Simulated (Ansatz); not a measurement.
Geometry optimisation, Ansatz, RKS revPBE-D4/def2-SVP.

The input (input.yaml):

```yaml
crystal:
  periodic: [false, false, false]
  atoms:
    - { symbol: B, position_ang: [0.0, 0.0, 0.0] }
    - { symbol: C, position_ang: [0.0, 0.0, 1.6] }
    - { symbol: H, position_ang: [-0.9996, -0.3092, 1.9705] }
    - { symbol: H, position_ang: [0.7676, -0.7111, 1.9705] }
    - { symbol: H, position_ang: [0.232, 1.0203, 1.9705] }
    - { symbol: C, position_ang: [1.3856, 0.0, -0.8] }
    - { symbol: H, position_ang: [1.7152, -1.0462, -0.9702] }
    - { symbol: H, position_ang: [1.2491, 0.508, -1.7774] }
    - { symbol: H, position_ang: [2.1552, 0.5381, -0.2082] }
    - { symbol: F, position_ang: [-1.1431, 0.0, -0.66] }
basis:
  gaussian: { orbitals: def2-SVP }
hamiltonian:
  xc: revpbe
  dispersion: d4
relax:
  f_tol: 0.02
  max_steps: 40
```

Run as:

```bash
$ ansatz run input.yaml --threads 1 --pin off --max-ram 2048MiB --backend cpu --events-out ev --progress --plain --runs-dir out
```

Task: Where does it end, and by what steps?

Result: The forces met the threshold. The force dipped under the threshold on the way, but the program's further checks kept it going. After 7 steps the energy has fallen by 0.077 eV; H4 moved furthest, 0.14 Å.

| step | energy less start (eV) | largest force component (eV/Å) | accepted |
| --- | --- | --- | --- |
| 0 | 0.0000 | 1.721 | yes |
| 1 | -0.0610 | 0.733 | yes |
| 2 | -0.0754 | 0.082 | yes |
| 3 | -0.0758 | 0.095 | yes |
| 4 | -0.0768 | 0.033 | yes |
| 5 | -0.0769 | 0.003 | yes |
| 6 | -0.0770 | 0.034 | yes |
| 7 | -0.0770 | 0.012 | yes |

```xyz
10
Properties=species:S:1:pos:R:3
B 0.044 0.016 0.026
C -0.023 -0.026 1.602
H -0.990 -0.400 1.995
H 0.812 -0.603 2.050
H 0.097 1.020 1.969
C 1.381 0.019 -0.812
H 1.645 -1.045 -1.019
H 1.279 0.518 -1.797
H 2.241 0.450 -0.261
F -1.125 0.051 -0.657
```

Whether the end is a true minimum wasn't checked by a vibrational analysis.

Run time: 20 s on 1 thread of Arm Neoverse V2, with other jobs on the host, peak memory 0.12 GiB.
